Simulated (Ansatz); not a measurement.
Cost and result up the ladder for (KH)4 cube (K4H4) (8 atoms). Total charge 0; singlet. Geometry: PBE0-D4/def2-SVP.

```xyz
8

K    -1.640    0.815   -1.409
K     2.062    0.793   -0.678
K     0.001   -2.310   -0.074
K    -0.422    0.702    2.161
H    -0.001    2.225    0.071
H     0.407   -0.676   -2.082
H    -1.986   -0.764    0.654
H     1.580   -0.785    1.357
```

Ansatz on 2 threads of Intel Xeon 6975P-C on a shared host. Times are rough, and most runs start from the orbitals of an earlier one. ωB97X-V/def2-TZVP serves as the yardstick here, not as an exact answer. Differences are given only for rows in sets of like size (and for xTB, whose basis is part of the method), since another set adds its own error. Binding counts from free atoms at the same level (K doublet, H doublet; other spins of the atoms weren't run), without zero-point energy or a counterpoise term.

Correlated methods freeze 20 core orbitals; core or outer-core shells of K are correlated, in sets that lack core-valence functions.

Correlated methods converge slowly with the basis.

| level | functions | binding energy per atom (eV) | difference from ωB97X-V/def2-TZVP (eV) |
| --- | --- | --- | --- |
| PBE-D4/def2-TZVP (with forces) | 156 | 1.47 | -0.12 |
| ωB97X-V/def2-TZVP | 156 | 1.59 | 0.00 |
| PBE0-D4/def2-SVP | 116 | 1.46 | – |
| r2SCAN-D4/def2-TZVP | 156 | 1.52 | -0.07 |
| PBE0-D4/def2-TZVP | 156 | 1.47 | -0.12 |
| CCSD(T)/def2-TZVP | 156 | 1.38 | -0.21 |
| PBE-D4/def2-SVP | 116 | 1.46 | – |
| B97M-V/def2-TZVP | 156 | 1.61 | 0.02 |

(1) Estimate how long each takes.

Results:

(1) PBE-D4/def2-SVP 2 s; PBE0-D4/def2-SVP 2.6 s; PBE-D4/def2-TZVP (with forces) 3.2 s; PBE0-D4/def2-TZVP 3.3 s; r2SCAN-D4/def2-TZVP 4.8 s; B97M-V/def2-TZVP 11 s; ωB97X-V/def2-TZVP 13 s; CCSD(T)/def2-TZVP 22 s. On shared hardware such times vary by a factor of up to 3.
